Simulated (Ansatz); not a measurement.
Basis sets compared for the cluster Be₄O₃. Total charge 0; singlet. Geometry PBE0-D4/def2-SVP. Ansatz on 4 threads of Arm Neoverse V2 on a shared host; times are rough, and most runs start from earlier orbitals.

Cartesian coordinates in Å:
```
Be 0.287 0.831 -1.289
Be 1.062 -0.512 1.560
Be 1.895 0.647 0.030
Be -0.903 -0.454 0.243
O -0.321 -0.953 1.482
O -0.787 -0.417 -1.375
O -1.234 0.858 -0.651
```

The structure holds 1 bond(s) between oxygen atoms. The restricted singlet is unstable towards broken spin symmetry in Hartree–Fock (as tested in another run); at PBE-D4/def2-SVP, PBE-D4/def2-TZVP, PBE0-D4/def2-SVP, PBE0-D4/def2-TZVP this wasn't settled. Another isomer (singlet) lies 7.39 eV lower at PBE0-D4/def2-TZVP; other spin states weren't run for this one.

Binding counts from free atoms (Be singlet, O triplet) in the same basis, without a counterpoise term.

```tsv
level	functions	energy (Eh)	HOMO (eV)	LUMO (eV)	binding per atom (eV)	wall time
PBE-D4/def2-SVP	78	-284.1177	-4.77	-3.05	3.60	0.6 s
PBE0-D4/def2-SVP	78	-284.1162	-5.69	-2.01	3.37	0.85 s
```

(1) Estimate the rows for PBE-D4/def2-TZVP (with forces), PBE0-D4/def2-TZVP.

## Answers

(1) 
```json
{"level": "PBE-D4/def2-TZVP (with forces)", "functions": "169", "energy (Eh)": "-284.4686", "HOMO (eV)": "-4.73", "LUMO (eV)": "-2.88", "binding per atom (eV)": "3.60", "wall time": "1.3 s"}
{"level": "PBE0-D4/def2-TZVP", "functions": "169", "energy (Eh)": "-284.4706", "HOMO (eV)": "-5.61", "LUMO (eV)": "-1.91", "binding per atom (eV)": "3.39", "wall time": "1.6 s"}
```
